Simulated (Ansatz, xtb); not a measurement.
## Relative energy of two structures of Cl3F3Mo

Structure a is a singlet given by its coordinates and structure b is a singlet given by its coordinates. Both are isolated molecules in the gas phase, relaxed with PBE0-D4/def2-SVP.

a (Å):

```yaml
atoms:
  - { symbol: Cl, position_ang: [1.5420, 0.1894, -1.6179] }
  - { symbol: Cl, position_ang: [-1.3795, 1.4909, -1.0122] }
  - { symbol: Cl, position_ang: [1.2683, -1.5271, 1.1344] }
  - { symbol: F, position_ang: [0.7572, 1.3421, 0.9709] }
  - { symbol: F, position_ang: [-1.2755, -0.1765, 1.3431] }
  - { symbol: F, position_ang: [-0.8370, -1.3743, -0.8817] }
  - { symbol: Mo, position_ang: [-0.0143, -0.0127, 0.0176] }
```

Close contacts (Å): Cl1–Mo7 2.27, Cl2–Mo7 2.28, Cl3–Mo7 2.28, F4–Mo7 1.83, F5–Mo7 1.84, F6–Mo7 1.83.

b (Å):

```
atom    x (Å)    y (Å)    z (Å)
  Cl   1.4691   0.3727  -1.6519
  Cl  -0.3876   2.1538   0.3780
  Cl   1.5742  -0.1819   1.5764
   F  -1.3861  -0.0429  -1.2531
   F  -1.3047  -0.4717   1.2433
   F   0.1310  -1.8491  -0.3265
  Mo  -0.0347  -0.0490  -0.0119
```

Close contacts (Å): Cl1–Mo7 2.26, Cl2–Mo7 2.26, Cl3–Mo7 2.26, F4–Mo7 1.83, F5–Mo7 1.83, F6–Mo7 1.83.

Which of the two would you expect CCSD(T)/def2-SVP + ΔMP2/def2-TZVPP electronic energies to favour?

CCSD(T)/def2-SVP + ΔMP2/def2-TZVPP gives E(b) − E(a) = +4.09 kJ/mol, slightly favouring structure a, which is too small a margin to settle the true order.

The same difference at several levels:

```json
{"level": "PBE0-D4/def2-SVP", "geometry": "PBE0-D4/def2-SVP", "E(b) − E(a) (kJ/mol)": "+4.40", "departure from the last row (kJ/mol)": "+0.30", "job, with rough time for the two": "optimisation, 24 s"}
{"level": "HF/def2-SVP", "geometry": "PBE0-D4/def2-SVP", "E(b) − E(a) (kJ/mol)": "+8.57", "departure from the last row (kJ/mol)": "+4.48", "job, with rough time for the two": "part of the CCSD(T) run"}
{"level": "MP2/def2-SVP", "geometry": "PBE0-D4/def2-SVP", "E(b) − E(a) (kJ/mol)": "−0.51", "departure from the last row (kJ/mol)": "−4.61", "job, with rough time for the two": "part of the CCSD(T) run"}
{"level": "CCSD(T)/def2-SVP", "geometry": "PBE0-D4/def2-SVP", "E(b) − E(a) (kJ/mol)": "+4.42", "departure from the last row (kJ/mol)": "+0.33", "job, with rough time for the two": "single point"}
{"level": "CCSD(T)/def2-SVP + ΔMP2/def2-TZVPP", "geometry": "PBE0-D4/def2-SVP", "E(b) − E(a) (kJ/mol)": "+4.09", "departure from the last row (kJ/mol)": "", "job, with rough time for the two": "single point, 81 s"}
```

The largest departure from CCSD(T)/def2-SVP + ΔMP2/def2-TZVPP is that of MP2/def2-SVP, 4.61 kJ/mol. Levels run at GFN2-xTB geometries aren't shown. The last row adds to CCSD(T) the change of the MP2 difference between the two basis sets, here −0.33 kJ/mol.

With thermal terms from frequencies at re-optimised GFN2-xTB minima (ideal gas, soft modes damped towards free rotors, one conformer each, 298.15 K, 1 atm): on the last row, ΔE + ΔZPE = +3.94, ΔH = +3.77, ΔG = +5.82 kJ/mol.

The T1 diagnostic of structures a and b is large, so the coupled-cluster value is less sure. The correlated steps freeze 18 core orbitals. Atoms past krypton carry core potentials in the def2 sets and no spin–orbit term is included. Run with Ansatz 0.2.0, xtb 6.7.1; the last row on 2 threads of Intel(R) Xeon(R) 6975P-C (Granite Rapids) on a shared host.
